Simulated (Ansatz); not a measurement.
Isolated molecules relaxed with PBE0-D4/def2-TZVP in Ansatz; ΔE leaves out vibrations. CCSD(T)/CBS adds triple-zeta CCSD(T) − MP2 to the extrapolated MP2 energy (def2 sets, frozen cores). DFT in def2-TZVPP. For Se outer-core shells are correlated without core-valence functions, which leaves a few kJ/mol of doubt a bond. Scalar relativity is left out up to krypton. One conformer a species, not always the lowest.

`[SiH3]CC=[Se]` → `C=C([SiH3])[SeH]`  (isomerisation)

`[SiH3]CC=[Se]`:

```xyz
10

Si   -0.188   -1.293    0.238
C     0.625    0.313   -0.382
C    -0.166    1.453    0.089
Se   -1.422    2.294   -0.810
H    -1.518   -1.437   -0.400
H     0.687   -2.440   -0.123
H    -0.340   -1.233    1.714
H     0.657    0.256   -1.472
H     1.641    0.326    0.028
H     0.025    1.761    1.118
```

`C=C([SiH3])[SeH]`:

Z-matrix (Å, degrees):
```
Si
C 1 1.863
H 1 1.487 2 109.4
H 1 1.486 2 110.2 3 -118.8
H 1 1.486 2 109.1 3 120.2
Se 2 1.908 1 117.4 3 56.8
C 2 1.332 1 122.7 3 -127.1
H 6 1.469 2 95.4 1 -22.5
H 7 1.085 2 120.4 1 0.5
H 7 1.087 2 123.1 1 -179.3
```

```json
{"level": "PBE-D4", "ΔE (eV)": "0.08"}
{"level": "ωB97X-V", "ΔE (eV)": "0.02"}
{"level": "ωB97M-V", "ΔE (eV)": "0.02"}
{"level": "PBE", "ΔE (eV)": "0.10"}
```

Task: What does CCSD(T)/CBS give? (Estimate.)

Result: Ansatz gave: +0.07 eV. The listed levels differ from it by 0.01, -0.05, -0.05, 0.03 eV.

Largest T1 diagnostic among the species: 0.016.

In def2-TZVPP, CCSD(T) changes the Hartree–Fock value by +0.08 eV (the triples alone add +0.03 eV) and MP2 by +0.12 eV.
